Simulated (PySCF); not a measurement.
This PySCF input asks for the NMR shieldings of `C/C=C/C[NH][Al@@H-]([NH3+])[F]`, C4H12AlFN2; the geometry comes from GFN2-xTB.

```python
import basis_set_exchange as bse
import numpy as np
from pyscf import gto, dft
from pyscf.prop import nmr

atoms = """
C     3.830435   -0.372080   -0.337996
C     2.427647   -0.474148   -0.839370
C     1.364449   -0.005844   -0.207946
C    -0.048607   -0.138109   -0.690043
N    -0.868113   -0.905701    0.236963
Al   -1.999462   -0.115494    1.389691
N    -3.641236    0.231536    0.136850
F    -2.882021   -1.035836    2.459032
H     4.443031    0.189164   -1.043850
H     3.861084    0.124467    0.628491
H     4.269969   -1.364515   -0.238032
H     2.313384   -0.963602   -1.799550
H     1.459475    0.472799    0.758539
H    -0.495192    0.861327   -0.754085
H    -0.057760   -0.592649   -1.692052
H    -0.494588   -1.843714    0.327460
H    -1.687849    1.312198    1.843467
H    -4.039334   -0.694588   -0.003880
H    -4.339864    0.810768    0.592357
H    -3.420598    0.630677   -0.769082
"""
names = dict.fromkeys(["C", "N", "Al", "F", "H"], "pcSseg-1")
basis = {el: gto.basis.parse(bse.get_basis(n, elements=[el], fmt="nwchem")) for el, n in names.items()}
mol = gto.M(atom=atoms, basis=basis, charge=0, verbose=0)
mf = dft.RKS(mol, xc="PBE0")
mf.grids.level = 2
mf.grids.alignment = dft.numint.BLKSIZE   # the property module wants whole blocks of grid points
mf.conv_tol = 1e-9
mf.kernel()

calc = nmr.RKS(mf)   # GIAO
C = mf.mo_coeff
Co = C[:, mf.mo_occ > 0]
resp = mf.gen_response(singlet=True, hermi=2)
def vind(x):   # induced exchange potential for any number of trial vectors
    d = np.einsum("pi,xij,qj->xpq", C, 2 * x.reshape(-1, C.shape[1], Co.shape[1]), Co, optimize=True)
    return np.einsum("xpq,pi,qj->xij", resp(d - d.transpose(0, 2, 1)), C, Co, optimize=True).ravel()
mo1, _ = nmr.rhf.solve_mo1(calc, with_cphf=vind)
sigma = calc.kernel(mo1)
for i, s in enumerate(sigma):   # ppm
    w = np.linalg.eigvalsh((s + s.T) / 2)
    print("%2d %-2s iso %8.1f  s11 %8.1f  s22 %8.1f  s33 %8.1f" % (i, mol.atom_pure_symbol(i), w.mean(), *w))
```

**Question.** Give the expected output.

**Answer.** 
```
 0 C  iso    165.1  s11    153.4  s22    155.4  s33    186.5
 1 C  iso     58.2  s11    -48.3  s22     70.8  s33    152.0
 2 C  iso     41.6  s11    -70.5  s22     65.6  s33    129.8
 3 C  iso    137.3  s11    111.6  s22    141.4  s33    158.9
 4 N  iso    226.2  s11    202.6  s22    225.2  s33    250.8
 5 Al iso    458.0  s11    392.7  s22    474.8  s33    506.4
 6 N  iso    229.6  s11    225.4  s22    228.6  s33    234.7
 7 F  iso    372.2  s11    332.1  s22    353.0  s33    431.5
 8 H  iso     29.9  s11     26.0  s22     27.6  s33     36.1
 9 H  iso     30.0  s11     26.4  s22     29.7  s33     34.0
10 H  iso     29.9  s11     26.1  s22     27.7  s33     35.8
11 H  iso     26.2  s11     24.3  s22     24.5  s33     29.8
12 H  iso     25.9  s11     22.1  s22     25.5  s33     30.2
13 H  iso     28.4  s11     23.7  s22     29.9  s33     31.6
14 H  iso     28.3  s11     22.9  s22     28.4  s33     33.7
15 H  iso     31.7  s11     24.2  s22     30.7  s33     40.2
16 H  iso     27.9  s11     24.4  s22     26.2  s33     33.1
17 H  iso     29.8  s11     24.9  s22     25.9  s33     38.5
18 H  iso     29.9  s11     24.1  s22     25.2  s33     40.4
19 H  iso     29.9  s11     23.8  s22     26.9  s33     39.1
```

These numbers come from an equivalent density-fitted implementation of the same equations, which agrees with the script to about 0.01 ppm for H and up to a few tenths of a ppm for heavy atoms, so last digits may differ.

Size and cost of the density-fitted run: 203 basis functions, 75 s wall time on 1 thread of an Arm Neoverse N1, shared host; peak memory 0.91 GiB.
